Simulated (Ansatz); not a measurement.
Species: sum formula BNH2F2, net charge 0, singlet state. 
Geometry from a B3LYP-D3(BJ)/def2-TZVP (Ansatz, an electronic-structure program) optimisation:
SMILES: NB(F)F
```xyz
6

B      0.0362     0.0038    -0.0026
F      0.5868     1.1654    -0.3614
F      0.8587    -1.0149     0.2562
N     -1.3467    -0.1402     0.0980
H     -1.9826     0.6138    -0.0925
H     -1.7806    -1.0056     0.3662
```
Charge 0, spin multiplicity 1.

Computed values are from Ansatz. Correlated levels leave the core frozen unless marked. UHF or UKS for open shells. No spin-orbit coupling. Non-relativistic. Basis-set limits of correlation are two-point, X^-3; Hartree-Fock from the larger set. [CCSD(T)-MP2]/basis is that difference in the basis named.

```yaml
atomisation energy De: 2591.7 kJ/mol at CCSD(T)/CBS(cc-pVTZ,cc-pVQZ)
vertical ionisation energy (to the doublet): 11.64 eV at RI-MP2/CBS(aug-cc-pVTZ,aug-cc-pVQZ)+[CCSD(T)-MP2]/aug-cc-pVTZ
vertical_triplet_singlet_gap: 7.18 eV at RI-MP2/CBS(aug-cc-pVTZ,aug-cc-pVQZ)+[CCSD(T)-MP2]/aug-cc-pVTZ
total_energy: -280.4513 Eh at CCSD(T)/CBS(cc-pVTZ,cc-pVQZ)
dipole_moment: 2.69 D at CCSD(T)/aug-cc-pVDZ
T1 diagnostic: 0.011 at CCSD/cc-pVQZ
```
